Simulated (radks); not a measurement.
Results of a calculation; reference values are marked as such.
Ionisation of the gallium ion Ga+, [Ar] 3d10 4s2, to [Ar] 3d10 4s1 as the strength of local exchange is varied. Level of theory: scalar-relativistic Kohn-Sham, Slater X-alpha exchange (alpha = 2/3 is LDA exchange), no correlation, spin-unpolarised, spherical densities, finite nucleus; Fermi nuclear charge, rms radius 3.9973 fm (a radial shooting solver on a logarithmic mesh with Libxc functionals).

alpha  E(Ga+) (hartree)  exchange (hartree)  IE (eV)  -e of the level emptied (eV)  <r> of it (bohr)
0.667       -1938.21276           -69.68083   20.273                   15.449 (4s)             2.229
0.685       -1940.09575           -71.63255   20.455                   15.624 (4s)             2.221
0.718       -1943.55278           -75.22035   20.792                   15.949 (4s)             2.207
0.825       -1954.80522           -86.93920   21.899                   17.019 (4s)             2.163
1.016       -1975.05533          -108.18219   23.936                   19.003 (4s)             2.089
1.018       -1975.26849          -108.40682   23.958                   19.024 (4s)             2.088

NIST Atomic Spectra Database: 20.515 eV (measured). The Delta-SCF value meets it near alpha = 0.69. Spin polarisation and multiplet splitting are left out, so open shells lie too high by an amount that depends on their filling.

Beside tabulated values, note that spin-unpolarised runs miss the spin-polarisation part of the exchange energy of open shells.
